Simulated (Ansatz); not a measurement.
`C[Si](O)([SiH3])Cl` + `FCCCl` → `O[Si](F)([SiH3])Cl` + `CCCCl`  (formal exchange of groups at the Si–C bond)

Calculated with Ansatz (gas phase, PBE0-D4/def2-TZVP geometries, no zero-point term in ΔE). CCSD(T)/CBS is the MP2 limit (def2-TZVPP, def2-QZVPP) plus CCSD(T) − MP2 in def2-TZVPP, frozen cores. This one scheme is used for every species. DFT in def2-TZVPP. B3LYP here is the variant with VWN-RPA as its local correlation; programs differ in this. Each species was taken in one conformer, which may not be the lowest.

`C[Si](O)([SiH3])Cl`:

Cartesian coordinates in Å:
```
C -0.680 -1.604 0.025
Si -0.516 0.246 -0.046
O -0.967 0.855 -1.503
Si 1.638 1.055 0.367
Cl -1.771 1.002 1.426
H -0.368 -1.980 1.002
H -1.718 -1.907 -0.138
H -0.057 -2.071 -0.743
H -1.876 0.738 -1.785
H 2.588 0.560 -0.667
H 2.091 0.567 1.698
H 1.637 2.540 0.364
```

`FCCCl`:

```xyz
8

F     1.515   -0.482    0.884
C     0.435   -0.639    0.037
C    -0.354    0.646    0.025
Cl   -1.747    0.462   -1.062
H    -0.175   -1.469    0.403
H     0.809   -0.877   -0.962
H     0.251    1.475   -0.342
H    -0.733    0.884    1.018
```

`O[Si](F)([SiH3])Cl`:

Cartesian coordinates in Å:
```
O -1.139 -0.032 1.565
Si -0.749 -0.392 0.030
F -1.921 0.062 -0.951
Si 1.250 0.667 -0.524
Cl -0.614 -2.427 -0.202
H -1.834 -0.525 2.007
H 2.326 0.146 0.357
H 1.570 0.365 -1.942
H 1.110 2.134 -0.341
```

`CCCCl`:

Cartesian coordinates in Å:
```
C -0.539 0.368 1.124
C -0.513 -0.286 -0.245
C 0.853 -0.306 -0.891
Cl 1.453 1.340 -1.255
H -0.230 1.413 1.063
H -1.542 0.336 1.553
H 0.138 -0.142 1.816
H -1.218 0.211 -0.919
H -0.840 -1.330 -0.166
H 0.839 -0.839 -1.841
H 1.598 -0.764 -0.239
```

(1) Is it downhill or uphill in electronic energy at CCSD(T)/CBS, and by how much? (Best estimate.)

(2) What do these levels give: PBE-D4, r2SCAN-D4, B3LYP-D4, ωB97M-V, PBE, HF/def2-TZVPP, CCSD/def2-TZVPP, HF/def2-QZVPP, MP2/def2-QZVPP, SCS-MP2/def2-QZVPP, HF/CBS(def2), CCSD/CBS(def2)? (Best estimate.)

Largest T1 diagnostic among the species: 0.012.

Results:

(1) Ansatz gave: Downhill: ΔE = -191.9 kJ/mol.

(2) Ansatz gave: PBE-D4 -175.3, r2SCAN-D4 -185.2, B3LYP-D4 -183.7, ωB97M-V -185.2, PBE -175.4, HF/def2-TZVPP -190.2, CCSD/def2-TZVPP -190.0, HF/def2-QZVPP -192.5, MP2/def2-QZVPP -199.3, SCS-MP2/def2-QZVPP -196.0, HF/CBS(def2) -192.8, CCSD/CBS(def2) -193.0 kJ/mol.

From PBE to PBE0 (25 % exact exchange), in def2-TZVPP and without D4, ΔE moves by −4.9 kJ/mol.
